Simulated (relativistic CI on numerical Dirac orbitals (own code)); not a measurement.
## Bi51+: q coefficients and field-shift factors

Calculated at this level of theory: Dirac-Coulomb-Breit CI, orbitals from a KLI potential per configuration, derivatives by finite differences, unscaled Slater integrals, QED left out (own radial code, finite nucleus).

CI space (outside the closed core [Ar] 3d10): 4s²4p², 4s4p³, 4s²4p4d, 4p⁴, 4s²4d², 4s²4p4f, 4s4p²4d, 4s4p²4f. Levels of other configurations are missing.

With x = (α/α₀)² − 1 an excitation energy changes as ω = ω₀ + qx; K = 2q/ω₀ is the relative enhancement. Terms are leading LS components, so labels can repeat. The field-shift factor is F = δν/δ⟨r²⟩ for the transition from the lowest level.

Lowest level 4s²4p² ³P0.

| Level | ω₀ (cm⁻¹) | q (cm⁻¹) | K | F (GHz/fm²) |
| --- | --- | --- | --- | --- |
| 4s²4p² ³P1 | 1390642 | 1.857e+06 | 2.67 | -487 |
| 4s²4p² ¹D2 | 1432481 | 1.856e+06 | 2.59 | -489 |
| 4s4p³ ³P°2 | 2387703 | 2.081e+06 | 1.74 | -5590 |
| 4s4p³ ³D°1 | 2540322 | 2.076e+06 | 1.63 | -5380 |
| 4s²4p² ³P2 | 2855268 | 3.717e+06 | 2.6 | -1010 |
| 4s²4p4d ³F°2 | 2900706 | 1.935e+06 | 1.33 | -480 |
| 4s²4p² ¹S0 | 2946028 | 3.719e+06 | 2.52 | -1010 |
| 4s²4p4d ³D°1 | 3099698 | 1.96e+06 | 1.26 | -770 |
| 4s²4p4d ³P°2 | 3297527 | 2.307e+06 | 1.4 | -700 |
| 4s²4p4d ³F°3 | 3302814 | 2.291e+06 | 1.39 | -543 |
| 4s4p³ ³D°2 | 3748764 | 3.862e+06 | 2.06 | -5900 |
| 4s4p³ ³D°3 | 3836008 | 3.899e+06 | 2.03 | -5910 |
| 4s4p³ ³P°0 | 3894092 | 3.915e+06 | 2.01 | -5900 |

At this charge energies of transitions that change n are usually good to better than 1 %, and those within a shell (Δn = 0) to a few per cent.
